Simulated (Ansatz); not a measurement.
Cost and result for the atomization energy of CH4FInO (`[CH3][In]([OH])[F]`) (8 atoms, 7 bonds).

```xyz
8

C     0.811   -0.325    1.063
In   -0.720    0.173   -0.326
O    -0.799    0.545   -2.262
F    -2.552    0.341    0.327
H     1.542    0.482    1.106
H     0.356   -0.466    2.041
H     1.308   -1.242    0.748
H     0.055    0.491   -2.697
```

The species carries charge 0 and has multiplicity 1. Correlated methods include outer-core shells of In, which these sets cover unevenly. In takes the def2 core potential. Geometry: relaxed with PBE0-D4/def2-TZVP. It is one conformer, not always the lowest. Program: Ansatz. All runs use 2 threads of a server CPU on a shared host. Times are those of one run each, without the atoms' runs, and a repeat can differ threefold. Electronic energies, without spin–orbit coupling; frozen cores. CCSD(T)/CBS adds CCSD(T) − MP2 in def2-TZVPP to the MP2 limit, and its time is that of the two runs behind it. T1 = 0.016. With those shells the extrapolation isn't a true limit. HSE06 is the plane-wave form, built on full-range PBE exchange.

CCSD(T)/CBS is a level of theory with its own doubt, some kJ/mol a heavy atom from the limit and from the frozen cores, so smaller differences don't rank the functionals.

| level | functions | wall time |
| --- | --- | --- |
| PBE-D4/def2-TZVPP (with forces) | 199 | 3 s |
| BHLYP-D4/def2-TZVPP | 199 | 3.2 s |
| HSE06-D4/def2-TZVPP | 199 | 3.4 s |
| CAM-B3LYP-D4/def2-TZVPP | 199 | 3.8 s |
| r2SCANh-D4/def2-TZVPP | 199 | 5 s |
| CCSD(T)/def2-SVP | 88 | 6 s |
| PBE-QIDH/def2-TZVPP | 199 | 6.5 s |
| ωB97X-V/def2-TZVPP | 199 | 9 s |
| B97M-V/def2-TZVPP | 199 | 12 s |
| ωB97M-V/def2-TZVPP (with forces) | 199 | 13 s |
| MP2/def2-QZVPP | 373 | 18 s |
| CCSD(T)/def2-TZVPP | 199 | 2.5 min |
| CCSD(T)/CBS(def2) | – | 2.8 min |

**Question.** What atomization energy does each give, and how far from CCSD(T)/CBS? (An estimate is asked.)

**Answer.** Ansatz gave: 
| level | atomization (kJ/mol) | difference from CCSD(T)/CBS | per bond |
| --- | --- | --- | --- |
| PBE-D4/def2-TZVPP (with forces) | 2747.0 | 18.5 | 2.6 |
| BHLYP-D4/def2-TZVPP | 2571.4 | -157.1 | -22.4 |
| HSE06-D4/def2-TZVPP | 2674.4 | -54.1 | -7.7 |
| CAM-B3LYP-D4/def2-TZVPP | 2703.9 | -24.6 | -3.5 |
| r2SCANh-D4/def2-TZVPP | 2677.1 | -51.4 | -7.3 |
| CCSD(T)/def2-SVP | 2521.1 | -207.4 | -29.6 |
| PBE-QIDH/def2-TZVPP | 2666.3 | -62.2 | -8.9 |
| ωB97X-V/def2-TZVPP | 2708.8 | -19.7 | -2.8 |
| B97M-V/def2-TZVPP | 2695.5 | -33.0 | -4.7 |
| ωB97M-V/def2-TZVPP (with forces) | 2703.3 | -25.2 | -3.6 |
| MP2/def2-QZVPP | 2755.0 | 26.5 | 3.8 |
| CCSD(T)/def2-TZVPP | 2642.2 | -86.3 | -12.3 |
| CCSD(T)/CBS(def2) | 2728.5 | 0.0 | 0.0 |

From PBE to PBE0 (25 % exact exchange), in def2-TZVPP and without D4, the atomization energy moves by −72.5 kJ/mol: exact exchange takes away binding that semilocal exchange gives to molecules. At CCSD(T), def2-SVP lies −207.4 kJ/mol from the extrapolated value and def2-TZVPP −86.3 kJ/mol: correlation converges slowly with the basis, and small sets miss more of it in the bonded molecule than in its fragments. In def2-TZVPP, CCSD(T) changes the Hartree–Fock value by +757.5 kJ/mol (the triples alone add +47.8 kJ/mol) and MP2 by +818.0 kJ/mol; breaking electron pairs costs correlation energy, which Hartree–Fock lacks.

Spin–orbit coupling would lower the free In atoms strongly, and the atomization energy with them, by more than many differences here.
